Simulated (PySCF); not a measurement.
A structure optimised at PBE-D3(BJ)/def2-SVP, used in a PySCF frequency run:

```xyz
11

C      2.5463     0.7745    -2.1135
C      2.1331    -0.1322    -1.3967
C      1.6363    -1.1707    -0.5599
C      0.4909    -1.0618     0.1681
Si    -0.5732     0.4854     0.1506
Cl    -2.1896     0.1618     1.4328
H      2.9126     1.5717    -2.7456
H      2.2354    -2.1000    -0.5222
H      0.1826    -1.9203     0.7895
H     -1.1116     0.7638    -1.2226
H      0.1892     1.6793     0.6469
```

**Question.** Write its SMILES and formula.

**Answer.** C#C/C=C\[SiH2]Cl, C₄H₅ClSi

**Question.** What are its rotational constants (standard atomic weights)?

**Answer.** 7.2545, 0.97486, 0.86836 GHz
